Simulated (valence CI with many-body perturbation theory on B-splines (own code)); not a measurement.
## Ba XVIII: what the settings do

Computed by relativistic CI+MBPT: three valence electrons over a frozen Dirac-Fock core [Kr], a basis of 6 s, 6 p, 5 d, 5 f, 1 g functions for each j, with the one-electron correlation potential Σ1 (screened to all orders), the two-electron term Σ2, the three-electron term Σ3, Breit, model QED; selected single and double excitations, second order for the rest, scaled by the run's own slope (own B-spline code, finite nucleus).

No measured spectrum was set against this ion. As an estimate, terms of the open shell hold to 2 to 4 % of their energy, and close levels can change places. Only levels of the ground parity were solved; by the run's estimate the other parity begins above the list, which can be wrong where configurations are misplaced.

The reference run has the lowest level 4d3 4F_3/2 and an ionisation energy of 455.690 eV. Its largest variational space holds 2756 state functions.

Names give the largest LS component (configuration and term), which can be under half, so a name can repeat, a term be missing and a line seem to break the LS rules; names also repeat where a configuration has a term twice. Letters in brackets count levels of one name in rising energy.

Changed runs:
A. size limit of the variational space 10000 → 1500
B. box radius (bohr) 8.296 → 4.95
C. screening of Σ1 on → off
D. logarithmic knot step 0.27 → 0.8 (bad on purpose)

Excitation energies of the reference run in cm⁻¹, and shifts in cm⁻¹:

| Level | Reference | A | B | C | D |
| --- | --- | --- | --- | --- | --- |
| 4d3 4F_5/2 | 15679 | -0.1 | -0.1 | +66 | +24 |
| 4d3 4F_7/2 | 27361 | 0 | 0 | +92 | +43 |
| 4d3 4P_3/2 | 33548 | -0.2 | +0.2 | +42 | +40 |
| 4d3 4F_9/2 | 34166 | +0.1 | +0.1 | +86 | +55 |
| 4d3 4P_1/2 | 38850 | +0.2 | +0.2 | +59 | +40 |
| 4d3 2G_7/2 | 53510 | -0.5 | +0.2 | +119 | +83 |
| 4d3 2H_9/2 | 55652 | +0.1 | +0.2 | +134 | +93 |
| 4d3 4P_5/2 | 57040 | -0.3 | +0.2 | +112 | +70 |
| 4d3 2D_3/2 [a] | 65462 | -0.2 | +0.3 | +131 | +91 |
| 4d3 2P_1/2 | 69561 | +0.1 | +0.4 | +134 | +105 |
| 4d3 2H_11/2 | 73495 | +0.1 | +0.3 | +147 | +126 |
| 4d3 2D_5/2 [a] | 80075 | -1.9 | +0.4 | +147 | +102 |
| Ionisation energy (eV) | 455.690 | +2.3e-05 | +0.00094 | +0.213 | +0.481 |
